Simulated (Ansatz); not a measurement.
A made-up structure of CH₂LiZn (charge +1), closed shell:

Li1  (-1.398, -1.319, -0.615)
Zn2  (0.824, 0.024, 1.616)
C3  (-0.011, 0.080, -0.155)
H4  (0.925, 0.083, -0.738)
H5  (1.814, -0.914, 2.309)
(Å)

It is relaxed with PBE-D4/def2-SVP and then PBE0-D4/def2-TZVP (Ansatz 0.2.0). Atoms count as bonded within 1.22 times the sum of their covalent radii (H–H: 0.88 Å). The end point is not checked to be a true minimum.

Does its bonding change? (A judgement: the text doesn't fix the answer.)

The calculation gives: No: no bond forms or breaks.

Where it ends: The first stage lowers the energy by 0.51 eV in 9 steps. It ends as CH₂LiZn ([Li][CH][ZnH]), total charge +1:
```
atom    x (Å)    y (Å)    z (Å)
 Li1  -1.6598  -1.1409  -0.8974
 Zn2   1.1645  -0.4202   1.5261
  C3   0.1137  -0.3017  -0.1825
  H4   0.6340   0.3813  -0.8780
  H5   1.9024  -0.5642   2.8482
```

Labels in which every atom is bracketed show which atoms are joined, not bond orders.

For scale, one of the runs: PBE0-D4/def2-TZVP relaxation, 105 basis functions, launched by `ansatz run in.yaml --threads 2 --pin off --events-out ev --progress --plain --max-ram 4352MiB`. Hardware: 2 CPU threads of an Arm Neoverse V2, shared host. Wall time about 9 s.
